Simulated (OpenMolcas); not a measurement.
# Co3+: from CASSCF to CASPT2

```
Program             : OpenMolcas 26.06
Basis               : ANO-RCC-VTZP [6s5p3d2f1g]
Scalar Hamiltonian  : DKH2, point nucleus
Active space        : 6 electrons in 5 orbitals (3d)
State averaging     : 2S+1 = 5 even, 5 roots; 2S+1 = 3 even, 45 roots kept (CI in the orbitals of an earlier block); 2S+1 = 1 even, 50 roots kept (CI in the orbitals of an earlier block)
Spin-orbit coupling : state interaction with AMFI integrals over the reference wave functions, term energies averaged over their components
```

Methods on the same reference wave functions:
A. CASSCF
B. SS-CASPT2, IPEA 0.25 Eh, imaginary shift 0.1 Eh (closed shells correlated: 3s 3p)
C. MS-CASPT2, IPEA 0.25 Eh, imaginary shift 0.1 Eh (closed shells correlated: 3s 3p)

Energies in eV above 3d⁶ ⁵D₄, the measured ground level; measured values from Sugar and Corliss, J. Phys. Chem. Ref. Data 10, 1097 (1981).

```json
{"Level": "3d⁶ ⁵D₄", "A": "0.0000", "B": "0.0000", "C": "0.0000", "Measured": "0.0000"}
{"Level": "3d⁶ ⁵D₃", "A": "0.0811", "B": "0.0814", "C": "0.0814", "Measured": "0.0792"}
{"Level": "3d⁶ ⁵D₂", "A": "0.1379", "B": "0.1377", "C": "0.1377", "Measured": "0.1336"}
{"Level": "3d⁶ ⁵D₁", "A": "0.1744", "B": "0.1737", "C": "0.1738", "Measured": ""}
{"Level": "3d⁶ ⁵D₀", "A": "0.1923", "B": "0.1913", "C": "0.1914", "Measured": "0.1852"}
{"Level": "3d⁶ ³H₆", "A": "3.2118", "B": "3.060", "C": "3.060", "Measured": "2.9359"}
{"Level": "3d⁶ ³H₅", "A": "3.2534", "B": "3.098", "C": "3.098", "Measured": "2.9796"}
{"Level": "3d⁶ ³H₄", "A": "3.2834", "B": "3.124", "C": "3.124", "Measured": "3.0093"}
{"Level": "3d⁶ ³P₂(1)", "A": "3.5048", "B": "2.925", "C": "2.925", "Measured": "2.8372"}
{"Level": "3d⁶ ³F₄(1)", "A": "3.6761", "B": "3.260", "C": "3.260", "Measured": "3.1487"}
{"Level": "3d⁶ ³F₃(1)", "A": "3.7228", "B": "3.301", "C": "3.301", "Measured": "3.1908"}
{"Level": "3d⁶ ³P₁(1)", "A": "3.7439", "B": "3.165", "C": "3.164", "Measured": "3.0660"}
{"Level": "3d⁶ ³F₂(1)", "A": "3.7577", "B": "3.331", "C": "3.331", "Measured": "3.2197"}
{"Level": "3d⁶ ³P₀(1)", "A": "3.8408", "B": "3.262", "C": "3.260", "Measured": "3.1552"}
{"Level": "3d⁶ ³G₅", "A": "4.0620", "B": "3.728", "C": "3.728", "Measured": "3.5982"}
{"Level": "3d⁶ ³G₄", "A": "4.1398", "B": "3.801", "C": "3.801", "Measured": "3.6690"}
{"Level": "3d⁶ ³G₃", "A": "4.1724", "B": "3.832", "C": "3.832", "Measured": "3.7031"}
{"Level": "3d⁶ ¹I₆", "A": "4.8482", "B": "4.654", "C": "4.654", "Measured": "4.4563"}
{"Level": "3d⁶ ¹G₄(1)", "A": "5.1245", "B": "4.784", "C": "4.784", "Measured": "4.5481"}
{"Level": "3d⁶ ³D₁", "A": "5.2587", "B": "4.636", "C": "4.636", "Measured": ""}
{"Level": "3d⁶ ³D₂", "A": "5.2621", "B": "4.637", "C": "4.637", "Measured": ""}
{"Level": "3d⁶ ³D₃", "A": "5.2854", "B": "4.663", "C": "4.663", "Measured": "4.5322"}
{"Level": "3d⁶ ¹S₀(1)", "A": "5.9583", "B": "5.341", "C": "5.338", "Measured": "5.1381"}
{"Level": "3d⁶ ¹D₂(1)", "A": "6.3748", "B": "5.504", "C": "5.504", "Measured": "5.2497"}
```

Deviations, from unrounded energies. A percentage is the sum of absolute deviations over the sum of measured energies, with the sign that they share, or ± where signs differ.

```tsv
Against measurement	Levels	A	B	C
mean absolute deviation (cm-1)	20	3800	970	970
fine structure of the ground term (%)	3	+3.3	+3.1	+3.2
other terms of the ground configuration (%)	17	+15.3	+3.8	+3.8
```

B, C lie about equally close to measurement and A furthest from it. The largest miss of C in the table is 3d⁶ ¹D₂(1), by +2100 cm-1. The ranking rests on the paired levels alone, and a cruder setting can come out closer through cancelling errors.

Between B and C the level of the table that moves most is 3d⁶ ¹S₀(1), by 29 cm-1 (lowest in C, highest in B). Moves below CASPT2's spread within the term are not significant.

The two smallest mean deviations differ by little beside CASPT2's spread within terms, so their order carries little weight.

From A to B the spin-free energies of the other terms of 3d⁶ shown, above ⁵D, scale by factors of 0.84 to 0.96, as is usual when dynamic correlation screens the repulsion within a d or f shell.

The lowest spin-free term lies below A's lowest term by 0.405 hartree in B, 0.405 hartree in C.

CASPT2 does not keep the components of a term degenerate, so their means are used; among the terms shown or strongly mixed into the levels shown the widest spread is 930 cm-1 (3d⁶ ¹I, C). Terms from blocks run as CI alone lack orbitals of their own. Without dynamic correlation excited terms often stand tens of per cent too high (terms of higher spin than the ground term too low), and those without a measured partner can miss by more than the paired ones (holds for A). The CASPT2 spread within a term exceeds the gap to the next term for 3d⁶ ¹I and 3d⁶ ³D, so the order of their levels is uncertain (holds for B; C). Computed and measured levels are paired by configuration, term and J; levels that our copy of the source lacks, or whose pairing is in doubt (as where it misses far off the trend of its configuration), stay unpaired and out of the deviations. Only configurations of the active space appear. The table leaves out levels that lie high or whose names do not pair safely across all columns.

A number in round brackets counts repeated terms of one configuration in the order of the reference energies.
